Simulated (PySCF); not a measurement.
Species: C7H9FOS.
Structure used (GFN2-xTB), in Å, numbered top down from 1:
```xyz
19
C7H9FOS angstrom
C      2.125   -0.727    0.896
C      1.143   -0.239    0.155
C      1.338    0.861   -0.837
C     -0.271   -0.774    0.300
C     -0.906   -1.023   -1.032
C     -1.880   -0.196   -1.359
F     -2.583   -0.223   -2.495
S     -2.269    1.130   -0.149
O     -1.540    2.315   -0.600
C     -1.177    0.219    1.046
H      1.972   -1.524    1.604
H      3.128   -0.345    0.822
H      0.584    1.637   -0.716
H      2.323    1.306   -0.730
H      1.242    0.471   -1.851
H     -0.224   -1.713    0.861
H     -0.546   -1.819   -1.664
H     -1.858   -0.303    1.716
H     -0.611    0.956    1.611
```

Level of theory: PBE0/pcSseg-1 in PySCF (dipole) on a GFN2-xTB geometry, gas phase.

Masses are those of the commonest isotopes; rigid-rotor values at the optimised geometry. The values belong to one conformer with, in the numbering `[CH2:1]=[C:2]([CH3:3])[C@@H:4]1[CH:5]=[C:6]([F:7])[S@:8](=[O:9])[CH2:10]1`, C1–C2–C4–C5 -135°, C2–C4–C5–C6 -110°, C5–C6–S8–O9 96°, C6–S8–C10–C4 18°, C2–C4–C10–S8 102°.

(1) Give the principal moments of inertia and the rotational constants in cm⁻¹.

(2) Classify the top.

(3) What does the inertial defect say?

(4) Give the other two planar moments, Paa and Pbb, and the rms extents of the mass along the axes.

(5) Which lines would a microwave search look for?

(6) Estimate the classical rotational partition function at 50 K, 200 K and 500 K.

Results:

(1) Ia = 270.73, Ib = 576.36, Ic = 642.81 u·Å²; 505379 MHz·u·Å²/I gives 1867, 876.8 and 786.2 MHz, that is A = 0.06227, B = 0.02925, C = 0.02622 cm⁻¹.

(2) An asymmetric top: κ = (2 × 876.8 − 1867 − 786.2)/(1867 − 786.2) = -0.83.

(3) Not planar: Δ = Ic − Ia − Ib = -204.28 u·Å². For a rigid frame Δ = −2 Σ m c², so Σ m c² = 102.14 u·Å² lies off the ab plane: 22.48 from hydrogen and 79.66 from heavier atoms. The atom farthest from that plane is 2.30 Å away.

(4) Paa = Σ m a² = (Ib + Ic − Ia)/2 = 474.22 and Pbb = Σ m b² = (Ia + Ic − Ib)/2 = 168.59 u·Å². With the mass M = 160.04 u, the rms extents √(P/M) along a, b and c are 1.72, 1.03, 0.80 Å.

(5) The dipole components are |μa| = 2.13 D, |μb| = 1.41 D, |μc| = 2.92 D. The squared components, which scale the intensities, stand as 0.53 : 0.23 : 1.00 (a : b : c). Some lines, for components of 0.1 D or more:

```csv
type,branch,"J(Ka,Kc)",MHz,lower level (cm⁻¹)
a,Q,"3(1,2) ← 3(1,3)",544,0.358
c,Q,"3(1,3) ← 3(0,3)",789,0.332
c,Q,"2(1,2) ← 2(0,2)",905,0.166
b,Q,"3(1,2) ← 3(0,3)",1333,0.332
a,R,"1(0,1) ← 0(0,0)",1663,0.000
b,R,"3(1,2) ← 2(2,1)",2152,0.305
c,R,"1(1,0) ← 0(0,0)",2744,0.000
c,Q,"2(2,1) ← 2(1,1)",2970,0.205
a,R,"2(1,2) ← 1(1,1)",3235,0.088
b,Q,"2(2,1) ← 2(1,2)",3242,0.196
b,R,"3(0,3) ← 2(1,2)",4060,0.196
b,R,"2(1,2) ← 1(0,1)",4225,0.055
c,R,"2(1,1) ← 1(0,1)",4497,0.055
a,R,"3(1,3) ← 2(1,2)",4850,0.196
a,R,"3(2,1) ← 2(2,0)",5013,0.305
b,R,"2(2,1) ← 1(1,0)",6386,0.092
c,R,"3(2,2) ← 2(1,2)",8231,0.196
b,R,"3(2,1) ← 2(1,2)",8260,0.196
b,R,"3(3,0) ← 2(2,1)",10169,0.305
```

(6) Point group C1, symmetry number σ = 1; q = (√π/σ)·√((kT/h)³/(ABC)), k/h = 20836.6 MHz/K: 52500 at 50 K, 420000 at 200 K, 1660000 at 500 K.

No frequency check. No vibrational averaging or centrifugal distortion is included, and the geometry carries the error of its method. A rigid rotor knows nothing of internal rotation, which can split or shift real lines.

The run took 55 s on one thread of an Arm Neoverse V1, no GPU, on a shared host. This is the PBE0/pcSseg-1 job that gave the dipole, with the shieldings it also computed.
